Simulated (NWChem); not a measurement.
Molecule: CH5BSe; SMILES B(C)[SeH]

```xyz
8

B     -0.6425    -1.0207    -0.0006
H     -1.8515    -1.1457     0.0001
C      0.3228    -2.2550    -0.0002
H      0.0919    -2.9027    -0.8751
H      0.1050    -2.8879     0.8891
H      1.4065    -2.0262    -0.0093
Se     0.0806     0.7678    -0.0001
H     -1.2174     1.4907     0.0020
```
Atoms are numbered in this order, from 1.

All runs: NWChem. Pople sets run with spherical d functions. Coordinates come from a PBE-D3(BJ)/def2-SVP optimisation. Level M06-L/6-31G*: energy and gradient on several grids; changes count from the extra-fine grid, which is no exact limit either.

| grid | size of the energy change (μHa) | largest change of a gradient component (μHa/bohr) | time, medium = 1 (rough) |
|---|---|---|---|
| xcoarse | 2000 | 6000 | about 1 |
| coarse | 400 | 1000 | about 1 |
| medium | 10 | 300 | about 1 |
| fine | < 10 | 80 | about 1 |
| xfine | < 10 | < 30 | 2 |
